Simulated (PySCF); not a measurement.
## Electron correlation in Re⁵⁸⁺ (rhenium, charge +58)

[Ne] 3s2 3p5, 2P determinant. Computed with PySCF 2.14 in an uncontracted even-tempered set (17 s from 15 bohr⁻², ratio 2.5; 12 p from 20 bohr⁻², ratio 2.5; 4 d from 81 bohr⁻², ratio 2.7; 4 f from 120 bohr⁻², ratio 2.7), with scalar relativity by spin-free X2C-1e. Frozen: 1s2; 15 electrons correlated; the 20 highest virtual orbitals of each spin left out.

| level | correlation energy (mhartree) |
| --- | --- |
| CCSD | -665.89 |
| (T) | -0.65 |
| CCSD(T) | -666.54 |

Diagnostics: T1 = 0.00026, D1 = 0.0012, largest double amplitude 0.015.

Spin-orbit coupling, absent here, splits the open shell strongly.

Cost of the coupled-cluster step: roughly 50 core-seconds, for 15 correlated electrons.

Iterations:

```
CC2 = 0
CCSD nocc = (np.int64(8), np.int64(7)), nmo = (80, 80)
frozen orbitals [[0, 81, 82, 83, 84, 85, 86, 87, 88, 89, 90, 91, 92, 93, 94, 95, 96, 97, 98, 99, 100], [0, 81, 82, 83, 84, 85, 86, 87, 88, 89, 90, 91, 92, 93, 94, 95, 96, 97, 98, 99, 100]]
max_cycle = 100
direct = 0
conv_tol = 1e-08
conv_tol_normt = 1e-06
diis_space = 8
diis_start_cycle = 0
Init t2, MP2 energy = -0.65550274758188
Init E_corr(UCCSD) = -0.655502747581908
cycle = 1  E_corr(UCCSD) = -0.664511480183469  dE = -0.0090087326  norm(t1,t2) = 0.00405593
cycle = 2  E_corr(UCCSD) = -0.665726823263507  dE = -0.00121534308  norm(t1,t2) = 0.000557104
cycle = 3  E_corr(UCCSD) = -0.665895911317588  dE = -0.000169088054  norm(t1,t2) = 8.42374e-05
cycle = 4  E_corr(UCCSD) = -0.665894306042048  dE = 1.60527554e-06  norm(t1,t2) = 2.86916e-06
cycle = 5  E_corr(UCCSD) = -0.665894286195973  dE = 1.98460748e-08  norm(t1,t2) = 9.43533e-08
cycle = 6  E_corr(UCCSD) = -0.665894289231162  dE = -3.03518866e-09  norm(t1,t2) = 5.39775e-09
UCCSD converged
E(UCCSD) = -13111.6589264384  E_corr = -0.6658942892311617
UCCSD(T) correction = -0.00065198537825421
```

At this charge the one-electron X2C treatment keeps the bare 1/r₁₂, with no two-electron picture change or Breit term. The effect here is smaller than on the frozen 1s shell; and a scalar Hamiltonian misses the large spin-orbit splitting of the p shells, which matters for ns² → np² pairs.
